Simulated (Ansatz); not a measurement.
Correlation energies of C2H6ClNSi (`N=C([SiH3])CCl`) by basis set

| atom | x (Å) | y (Å) | z (Å) |
| --- | --- | --- | --- |
| N1 | 0.588 | -0.052 | 1.617 |
| C2 | 0.206 | -0.038 | 0.412 |
| Si3 | -1.541 | 0.657 | 0.116 |
| C4 | 0.993 | -0.510 | -0.781 |
| Cl5 | 2.606 | -1.129 | -0.379 |
| H6 | 1.536 | -0.437 | 1.698 |
| H7 | -2.516 | -0.142 | 0.894 |
| H8 | -1.874 | 0.571 | -1.333 |
| H9 | -1.572 | 2.078 | 0.540 |
| H10 | 0.452 | -1.308 | -1.293 |
| H11 | 1.123 | 0.311 | -1.491 |

Total charge 0; spin multiplicity 1. Geometry: relaxed with PBE0-D4/def2-TZVP. It is one conformer, not always the lowest. Frozen core, restricted reference, Ansatz. CBS rows extrapolate triple and quadruple zeta; past MP2 they add the triple-zeta difference.

```tsv
basis	HF (Eh)	MP2 corr.	CCSD corr.	(T)	CCSD(T) total
def2-TZVPP	-882.15727	?	?	?	?
def2-QZVPP	-882.18509	?	–	–	–
CBS(def2)	-882.18892	-0.95940	-1.01301	as TZ	-883.24207
```

(1) Fill in the withheld values. (Estimate.)

## Answers

(1) Computed: def2-TZVPP MP2 corr.: -0.84798; def2-TZVPP CCSD corr.: -0.90159; def2-TZVPP (T): -0.04014; def2-TZVPP CCSD(T) total: -883.09900; def2-QZVPP MP2 corr.: -0.91198.
